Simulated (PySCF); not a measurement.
# A small calculation by hand: oscillator strength and radiative lifetime

Al(H)(OH)(SiH3) (AlH₅OSi), SMILES [SiH3][AlH][OH].

Geometry: B3LYP-D3(BJ)/def2-TZVP. The values are those of a single conformer.

TDA-PBE0/def2-SVPD (PySCF) puts the first singlet state with f over 0.02 at 6.57 eV (vertical), with the transition dipole (0.000, 0.000, 0.408) in atomic units.

Problem. Find the oscillator strength, the wavelength and the radiative lifetime that this transition would have in vacuum if emission retraced absorption.

Solution. 
|μ|² = 0.1665 au, so |μ| = 1.04 D. ΔE = 6.57/27.211 = 0.2414 hartree. f = (2/3) ΔE |μ|² = 0.027 (the program prints 0.027).
λ = 1239.84/6.57 = 189 nm; ν = 52991 cm⁻¹.
Einstein's coefficient A = 0.6670 ν² f s⁻¹ (ν in cm⁻¹) = 5.0e7 s⁻¹, so τ = 1/A = 20 ns. This state is S3; the lower singlets have f = 0.009, 0.011. The figure is the radiative limit of this one transition; relaxation, internal conversion, crossing to triplets and a medium change what is measured.
